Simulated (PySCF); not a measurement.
**C7H5O3: g tensor and hyperfine couplings**

C₇H₅O₃ (doublet state).
Geometry (GFN2-xTB, Å), atoms numbered from 1 in this order:
```
atom  x, y, z in Å
C1     2.6559    0.1399   -0.3669
C2     1.6954   -0.6838    0.2669
O3     2.0228   -1.7076    0.8783
C4     0.2549   -0.3128    0.1679
C5    -0.2613    0.8994   -0.3854
C6    -1.5954    1.1123   -0.4074
C7    -2.5349    0.1417    0.1133
O8    -3.7325    0.2373    0.1302
O9    -1.9649   -1.0129    0.6443
C10   -0.6622   -1.1968    0.6589
H11    3.6915   -0.1430   -0.2935
H12    2.4040    1.0060   -0.9485
H13    0.4077    1.6510   -0.7746
H14   -2.0287    2.0134   -0.8109
H15   -0.3567   -2.1360    1.1054
```

The hyperfine couplings belong to this conformer and change with its torsions.

Identity: `[CH2]C(=O)c1ccc(=O)oc1` [radical].

Computed, not measured: UKS B3LYP, pcH-1 on C H O, non-relativistic, mean-field spin-orbit, GIAO in PySCF. Geometry: GFN2-xTB, one conformer, isolated molecule. GFN2-xTB frequencies show an imaginary mode (33i cm⁻¹), so this geometry is no minimum at that level. The geometry wasn't refined by DFT: couplings that depend on bond lengths, twists or pyramidal angles can differ widely from those at the functional's own minimum. No stability test was run, so a lower SCF solution isn't excluded.

- g1, g2, g3: 2.00212, 2.00416, 2.00841
- g_iso: 2.00490
- Form of g: rhombic: the two nearest values differ by 32 % of g3 − g1
- ⟨S²⟩: 0.7650 (exact 0.7500)
- HOMO–LUMO gap, α and β orbitals: 4.77, 2.74 eV
- Total energy: -495.38177 Eh

Isotropic coupling and dipolar principal values T1 to T3, in mT (MHz turned into mT with g_iso):

| atom | isotope | a_iso | T1 | T2 | T3 | Mulliken spin population |
| --- | --- | --- | --- | --- | --- | --- |
| C1 | 13C | 2.42 | -2.38 | -2.35 | 4.73 | 0.88 |
| C2 | 13C | -1.50 | -0.55 | 0.17 | 0.38 | -0.13 |
| O3 | 17O | -0.70 | -3.34 | 1.66 | 1.68 | 0.31 |
| C4 | 13C | -0.05 | -0.04 | 0.01 | 0.03 | 0.01 |
| C5 | 13C | -0.01 | -0.02 | -0.01 | 0.03 | 0.00 |
| C6 | 13C | -0.01 | -0.03 | 0.01 | 0.03 | 0.00 |
| C7 | 13C | 0.00 | -0.01 | 0.00 | 0.01 | 0.00 |
| O8 | 17O | 0.01 | -0.01 | -0.01 | 0.02 | 0.00 |
| O9 | 17O | -0.03 | -0.07 | 0.03 | 0.04 | 0.01 |
| C10 | 13C | -0.04 | -0.03 | 0.01 | 0.02 | 0.01 |
| H11 | 1H | -1.88 | -1.07 | -0.08 | 1.15 | -0.04 |
| H12 | 1H | -1.90 | -1.15 | -0.05 | 1.20 | -0.03 |
| H13 | 1H | 0.00 | -0.10 | -0.08 | 0.18 | 0.00 |
| H14 | 1H | 0.01 | -0.02 | -0.02 | 0.04 | 0.00 |
| H15 | 1H | -0.01 | -0.07 | -0.06 | 0.12 | 0.00 |

Largest spin populations (Mulliken): C1 (+0.88), O3 (+0.31) and C2 (-0.13). The angles at C1 add up to 360.0°, so it is planar; its axial dipolar tensor and the negative couplings of its protons fit spin in a p orbital normal to that plane.

Axes: g3 points within 7° of the C1–H12 bond.

Under fast tumbling the dipolar parts average out, and these isotropic splittings remain: 1 × 1H (H12, I = 1/2, 2 lines) with 1.90 mT and 1 × 1H (H11, I = 1/2, 2 lines) with 1.88 mT.

H11 and H12 aren't averaged: C1 is flat or nearly so (angle sum 360°), and its turn about the short C1–C2 bond (1.42 Å) is taken as slow.

The 17O coupling of O3 (-19.7 MHz) shows only in satellite lines or after enrichment, since that isotope makes up about 0.038 % of natural oxygen.

The 13C coupling of C1 (67.8 MHz) shows only in satellite lines or after enrichment, since that isotope makes up about 1.07 % of natural carbon.
